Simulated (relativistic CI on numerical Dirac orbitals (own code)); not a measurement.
## Crystal-field levels of Pr4+, 4f

Calculated by Dirac-Coulomb-Breit CI, KLI orbitals optimised for each configuration, model QED (radiative potential, 1s self-energy scaled to tabulated hydrogen-like ionisation energies), valence Slater integrals scaled by 0.85, one configuration in a parametric crystal field (own radial code).

Field parameters in Wybourne normalisation; cubic f-shell fields have B⁴₄ = √(5/14) B⁴₀ and B⁶₄ = −√(7/2) B⁶₀. The field is a parameter set, without covalency.

S and J are read from ⟨S²⟩ = S(S + 1) and ⟨J²⟩ = J(J + 1) of each level; they are not fictitious spins.

C2v, B20 = -800, B22 = 200, B40 = -1020, B42 = 210, B44 = -950, B60 = 990, B62 = -320, B64 = 490, B66 = -10 cm⁻¹, the lowest 7 levels:

| E (cm⁻¹) | Degeneracy | S | J |
| --- | --- | --- | --- |
| 0.0 | 2 | 0.50 | 2.51 |
| 257 | 2 | 0.50 | 2.52 |
| 634 | 2 | 0.50 | 2.50 |
| 2871 | 2 | 0.50 | 3.50 |
| 3090 | 2 | 0.50 | 3.49 |
| 3467 | 2 | 0.50 | 3.50 |
| 3550 | 2 | 0.50 | 3.50 |

Principal g values of the ground doublet: 0.61, 1.40, 3.59.

Oh, B40 = -720, B60 = 1160 cm⁻¹, the lowest 5 levels:

| E (cm⁻¹) | Degeneracy | Irrep | S | J |
| --- | --- | --- | --- | --- |
| 0.0 | 4 | Γ8 | 0.50 | 2.51 |
| 95.3 | 2 | Γ7 | 0.50 | 2.55 |
| 2799 | 4 | Γ8 | 0.50 | 3.49 |
| 3146 | 2 | Γ6 | 0.50 | 3.50 |
| 3475 | 2 | Γ7 | 0.50 | 3.46 |

The next free-ion level lies 2909 cm⁻¹ above the lowest; the field splits the ground level into components whose J stays near 5/2 as long as their spread is small against that gap.

Levels of this model without a field, named by their leading LS term: ²F°5/2 0, ²F°7/2 2909 cm⁻¹.
